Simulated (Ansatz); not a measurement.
Cs₄Cl₄⁻, relaxed as a doublet with UKS PBE-D4/def2-SVPD in Ansatz, starting from the GFN1-xTB geometry. Force threshold 0.02 eV/Å.

In the def2 sets Cs takes a core potential; there is no spin–orbit coupling. The highest occupied level of the charge -1 doublet lies above zero (up to 0.11 eV). The electron is either unbound and held by the finite basis, or the level is raised by self-interaction error. Another isomer (doublet) lies 0.51 eV lower at PBE0-D4/def2-TZVPD; other spin states weren't run for this one.

Start:

```tsv
atom	x (Å)	y (Å)	z (Å)
Cs1	1.242	-2.670	0.300
Cs2	-1.225	2.669	-0.292
Cs3	-1.631	-0.450	2.627
Cs4	1.616	0.442	-2.640
Cl5	-0.303	-3.124	2.827
Cl6	2.793	-2.272	-2.228
Cl7	-2.803	2.275	2.232
Cl8	0.312	3.130	-2.826
```

Problem. Estimate the energy that the relaxation releases and the steps that it takes.

Solution. 25.4 kcal/mol, in 5 steps; 37 s on 4 threads of Arm Neoverse V2 on a shared host. No frequencies were taken in this run, so the end may be a saddle point.

Problem. Does the start keep its bonding and symmetry?

Solution. By distances, no bond broke or formed. The bond that changes most is Cs4–Cl6, from 2.99 to 3.30 Å (atoms count from 1). Point group C2h at the start, D2h at the end, both within 0.05 Å; within 0.015 Å the end is C2v.

Problem. Predict the relaxed structure.

Solution. 
```csv
atom,x (Å),y (Å),z (Å)
Cs1,1.441,-3.111,0.354
Cs2,-1.427,3.119,-0.344
Cs3,-1.849,-0.516,2.987
Cs4,1.830,0.506,-3.001
Cl5,-0.338,-3.444,3.116
Cl6,3.075,-2.496,-2.448
Cl7,-3.075,2.496,2.448
Cl8,0.342,3.446,-3.112
```
Bond lengths (bridged metal pairs left out): 8 × Cl–Cs 3.30 Å.
